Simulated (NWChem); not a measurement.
Species: AlBrClF; SMILES [Br][Al]([F])[Cl]

This build's default masses of Se (78.918 u) and Br (79.917 u) are each other's, which moves their modes by up to 0.6 %.

Task: Give the equilibrium geometry at PBE0/def2-SVP (NWChem) as a Z-matrix, with the point group.

Result: point group Cs; any orientation.
```
Al
F 1 1.6519
Cl 1 2.0748 2 118.52
Br 1 2.2214 2 119.39 3 180.00
```
